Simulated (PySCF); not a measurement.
Computed vibrations of [Gd(NH2)4]−

[Gd(NH2)4]− (singlet in the valence; each metal's 4f electrons, 7 of them, lie in its core potential, out of spins and levels). PySCF 2.14.0, RKS PBE, Gd lcecp-1-SVP with ECP53, N def2-SVP, H def2-SVP; non-relativistic Hamiltonian with scalar-relativistic core potentials where named; density fitting; no spin-orbit coupling. Central differences of gradients.

```xyz
13

Gd    0.0000    0.0000    0.0000
N     1.1382    1.4080    1.4080
H     1.5703    1.1569    2.3099
H     1.5703    2.3099    1.1569
N    -1.1382   -1.4080    1.4080
H    -1.5703   -1.1569    2.3099
H    -1.5703   -2.3099    1.1569
N     1.1382   -1.4080   -1.4080
H     1.5703   -2.3099   -1.1569
H     1.5703   -1.1569   -2.3099
N    -1.1382    1.4080   -1.4080
H    -1.5703    2.3099   -1.1569
H    -1.5703    1.1569   -2.3099
```

Run from Python with OMP_NUM_THREADS=2. Where DIIS fails, smearing, a level shift and second-order steps follow.
It took 96 s on 2 threads of Arm Neoverse V2, on a shared host.

What are the harmonic wavenumbers and infrared intensities?

Modes are labelled in D2d; negative numbers are unstable modes, those under 60 cm⁻¹ near the noise; a finer grid moves soft modes by up to 10 cm⁻¹.
```json
{"cm⁻¹": "-140", "km/mol": "–", "symmetry": "a2"}
{"cm⁻¹": "67", "km/mol": "11.6", "symmetry": "e"}
{"cm⁻¹": "67", "km/mol": "11.6", "symmetry": "e"}
{"cm⁻¹": "68", "km/mol": "0.0", "symmetry": "b2"}
{"cm⁻¹": "90", "km/mol": "0.0", "symmetry": "b1"}
{"cm⁻¹": "94", "km/mol": "0.0", "symmetry": "a1"}
{"cm⁻¹": "134", "km/mol": "7.3", "symmetry": "e"}
{"cm⁻¹": "134", "km/mol": "7.3", "symmetry": "e"}
{"cm⁻¹": "222", "km/mol": "0.0", "symmetry": "b1"}
{"cm⁻¹": "252", "km/mol": "0.0", "symmetry": "a2"}
{"cm⁻¹": "306", "km/mol": "87.4", "symmetry": "e"}
{"cm⁻¹": "306", "km/mol": "87.4", "symmetry": "e"}
{"cm⁻¹": "319", "km/mol": "98.3", "symmetry": "e"}
{"cm⁻¹": "319", "km/mol": "98.3", "symmetry": "e"}
{"cm⁻¹": "339", "km/mol": "178.1", "symmetry": "b2"}
{"cm⁻¹": "343", "km/mol": "0.0", "symmetry": "b1"}
{"cm⁻¹": "346", "km/mol": "0.0", "symmetry": "a1"}
{"cm⁻¹": "436", "km/mol": "155.7", "symmetry": "e"}
{"cm⁻¹": "436", "km/mol": "155.7", "symmetry": "e"}
{"cm⁻¹": "442", "km/mol": "115.9", "symmetry": "b2"}
{"cm⁻¹": "464", "km/mol": "0.0", "symmetry": "a1"}
{"cm⁻¹": "1465", "km/mol": "1.2", "symmetry": "e"}
{"cm⁻¹": "1465", "km/mol": "1.2", "symmetry": "e"}
{"cm⁻¹": "1466", "km/mol": "18.9", "symmetry": "b2"}
{"cm⁻¹": "1471", "km/mol": "0.0", "symmetry": "a1"}
{"cm⁻¹": "3383", "km/mol": "15.8", "symmetry": "e"}
{"cm⁻¹": "3383", "km/mol": "15.8", "symmetry": "e"}
{"cm⁻¹": "3384", "km/mol": "16.2", "symmetry": "b2"}
{"cm⁻¹": "3385", "km/mol": "0.0", "symmetry": "a1"}
{"cm⁻¹": "3468", "km/mol": "0.0", "symmetry": "a2"}
{"cm⁻¹": "3468", "km/mol": "13.5", "symmetry": "e"}
{"cm⁻¹": "3468", "km/mol": "13.5", "symmetry": "e"}
{"cm⁻¹": "3468", "km/mol": "0.0", "symmetry": "b1"}
```

Is this a minimum?

No: 1 unstable; the lowest moves the atoms so:
```
Gd   0.00  0.00  0.00
N    0.00  0.00  0.00
H    0.30 -0.07 -0.17
H   -0.30  0.17  0.07
N    0.00  0.00  0.00
H    0.30 -0.07  0.17
H   -0.30  0.17 -0.07
N    0.00  0.00  0.00
H   -0.30 -0.17 -0.07
H    0.30  0.07  0.17
N    0.00  0.00  0.00
H   -0.30 -0.17  0.07
H    0.30  0.07 -0.17
```

An lcecp potential fixes the number of 4f electrons, so in runs with it no electron can move into or out of that shell.
